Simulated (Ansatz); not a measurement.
Input for Ansatz (an electronic-structure program): U-B97M-V/def2-TZVPP on MoF, 2S+1 = 6, a spin state set in the input, which need not be the lowest, a point of a bond scan (R = 1.893 Å). Elements past Kr take the def2 small-core potentials; no spin–orbit coupling.

Ansatz 0.2 input:
```yaml
crystal:
  periodic: [false, false, false]
  atoms:
    - {symbol: Mo, position_ang: [0.00000000, 0.00000000, 0.00000000]}
    - {symbol: F, position_ang: [0.00000000, 0.00000000, 1.89256000]}
basis:
  gaussian:
    orbitals: def2-TZVPP
    pivot_positions_ang: [[0.00000000, 0.00000000, 0.00000000], [0.00000000, 0.00000000, 1.89256000]]
hamiltonian:
  xc: {name: B97M-V}
magnetization: {spin_polarized: true, initial_magnetization: 5}
output: {forces: true, orbitals: {seedname: ./end}}
```

It printed:

```
WARN ansatz: RAYON_NUM_THREADS=1 ignored (pool sized by the plan → 1); use --threads N
Functional definition: B97M-V
integrals: 0.03 GiB planned
455 factors; their error is unknown
mean field: 0.36 GiB planned
mean field evaluation 1: about -4568.0218 eV, gradient 3.0e1 eV
mean field evaluation 2: about -4549.8904 eV, gradient 7.0e1 eV
mean field evaluation 4: about -4571.9314 eV, gradient 9.4e0 eV
mean field evaluation 8: about -4572.2859 eV, gradient 2.5e-2 eV
mean field evaluation 16: about -4572.2813 eV, gradient 2.6e-5 eV
mean field -4572.28131290 eV, -168.0282390454 hartree, gradient 1.6e-5 eV, S^2 8.761221; 3 other end points of the search recorded, 0 dependent functions left out
the calculation of the forces begins
reference -4572.28137818 eV, -168.0282414444 hartree; 14, 9 occupied and 73, 78 virtual orbitals, 455 factors
Total energy: -4572.28137818 eV, -168.0282414444 hartree
Atom 0 at     0.000000     0.000000     0.000000 Å, force    -0.000000    -0.000000    -0.046223 eV/Å
Atom 1 at     0.000000     0.000000     1.892560 Å, force    -0.000000     0.000000     0.046223 eV/Å
Dipole moment:     0.000000     0.000000    -0.660710 e Å
```

The calculation finished and met its thresholds.

Cost: around 8 core-seconds (rough).
